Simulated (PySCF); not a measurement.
This PySCF input asks for the NMR shieldings of SMILES C1=C[SiH2][SiH2][C@H]1B(C)C, C$_{5}$H$_{13}$BSi$_{2}$; the geometry comes from GFN2-xTB.

```python
import basis_set_exchange as bse
import numpy as np
from pyscf import gto, dft
from pyscf.prop import nmr

atoms = """
C    -1.391933   -1.326815   -0.398778
B    -1.260789    0.115431    0.232741
C    -2.469171    1.129369    0.147720
C     0.087495    0.550543    0.897224
C     0.875856   -0.568314    1.490166
C     1.944437   -1.134046    0.930266
Si    2.601994   -0.393069   -0.665442
Si    1.101972    1.355468   -0.554459
H    -0.489783   -1.617968   -0.935935
H    -2.238143   -1.438675   -1.073482
H    -1.516733   -2.068096    0.391918
H    -2.768581    1.290355   -0.887646
H    -3.347954    0.724401    0.649702
H    -2.263303    2.104055    0.585196
H    -0.085385    1.305868    1.668960
H     0.492351   -0.938582    2.437330
H     2.416737   -1.975207    1.419215
H     2.458052   -1.315350   -1.802769
H     4.036886   -0.091530   -0.560660
H     1.553663    2.679011   -0.094514
H     0.253413    1.630095   -1.722521
"""
names = dict.fromkeys(["C", "B", "Si", "H"], "pcSseg-1")
basis = {el: gto.basis.parse(bse.get_basis(n, elements=[el], fmt="nwchem")) for el, n in names.items()}
mol = gto.M(atom=atoms, basis=basis, charge=0, verbose=0)
mf = dft.RKS(mol, xc="PBE0")
mf.grids.level = 2
mf.grids.alignment = dft.numint.BLKSIZE   # the property module wants whole blocks of grid points
mf.conv_tol = 1e-9
mf.kernel()

calc = nmr.RKS(mf)   # GIAO
C = mf.mo_coeff
Co = C[:, mf.mo_occ > 0]
resp = mf.gen_response(singlet=True, hermi=2)
def vind(x):   # induced exchange potential for any number of trial vectors
    d = np.einsum("pi,xij,qj->xpq", C, 2 * x.reshape(-1, C.shape[1], Co.shape[1]), Co, optimize=True)
    return np.einsum("xpq,pi,qj->xij", resp(d - d.transpose(0, 2, 1)), C, Co, optimize=True).ravel()
mo1, _ = nmr.rhf.solve_mo1(calc, with_cphf=vind)
sigma = calc.kernel(mo1)
for i, s in enumerate(sigma):   # ppm
    w = np.linalg.eigvalsh((s + s.T) / 2)
    print("%2d %-2s iso %8.1f  s11 %8.1f  s22 %8.1f  s33 %8.1f" % (i, mol.atom_pure_symbol(i), w.mean(), *w))
```

Question: What are the results?

Answer: 
```
 0 C  iso    174.5  s11    157.4  s22    178.9  s33    187.1
 1 B  iso     20.1  s11    -32.9  s22    -28.6  s33    121.9
 2 C  iso    171.2  s11    153.8  s22    171.9  s33    188.0
 3 C  iso    136.2  s11    106.1  s22    141.8  s33    160.8
 4 C  iso     21.0  s11   -101.3  s22     18.6  s33    145.6
 5 C  iso     58.5  s11    -46.0  s22     61.1  s33    160.4
 6 Si iso    423.1  s11    383.3  s22    411.6  s33    474.4
 7 Si iso    425.1  s11    376.0  s22    421.1  s33    478.2
 8 H  iso     31.2  s11     26.1  s22     32.1  s33     35.4
 9 H  iso     30.9  s11     27.1  s22     29.3  s33     36.5
10 H  iso     31.5  s11     26.4  s22     30.5  s33     37.5
11 H  iso     30.7  s11     28.0  s22     28.3  s33     35.8
12 H  iso     30.7  s11     26.9  s22     28.7  s33     36.6
13 H  iso     30.8  s11     27.0  s22     30.5  s33     35.0
14 H  iso     28.4  s11     24.7  s22     27.5  s33     33.0
15 H  iso     24.6  s11     22.6  s22     24.5  s33     26.7
16 H  iso     25.4  s11     24.0  s22     25.3  s33     27.0
17 H  iso     27.3  s11     24.1  s22     25.1  s33     32.8
18 H  iso     27.4  s11     24.0  s22     24.5  s33     33.7
19 H  iso     27.7  s11     23.5  s22     25.3  s33     34.3
20 H  iso     28.3  s11     24.6  s22     27.5  s33     32.7
```

These numbers come from an equivalent density-fitted implementation of the same equations, which agrees with the script to about 0.01 ppm for H and up to a few tenths of a ppm for heavy atoms, so last digits may differ.

Size and cost of the density-fitted run: 215 basis functions, 58 s wall time on 1 thread of an Arm Neoverse V2, shared host; peak memory 0.97 GiB.
